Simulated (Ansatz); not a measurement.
CH8FNSi2, SMILES `FCN[SiH2][SiH3]`. Total charge 0; spin multiplicity 1.

```xyz
13

F     2.078    0.460    0.523
C     1.836   -0.218   -0.684
N     0.699   -1.037   -0.627
Si   -0.917   -0.383   -0.614
Si   -1.436    0.893    1.287
H     2.738   -0.801   -0.886
H     1.710    0.558   -1.444
H     0.849   -1.901   -0.127
H    -1.836   -1.549   -0.712
H    -1.051    0.466   -1.830
H    -2.879    1.267    1.273
H    -0.624    2.138    1.322
H    -1.167    0.105    2.520
```

(1) Give the diagnostics of a CCSD(T)/def2-TZVPP run (frozen core, the Gaussian-basis code of Ansatz). (An estimate is asked.)

## Answers

(1) Ansatz gave: T1 = 0.0122, largest single amplitude 0.015, largest double 0.022, (T) share of the correlation energy 3.4 %, 9 CCSD cycles. The RHF solution is stable towards an unrestricted one. T1 lies under the customary mark of 0.02 for closed shells.
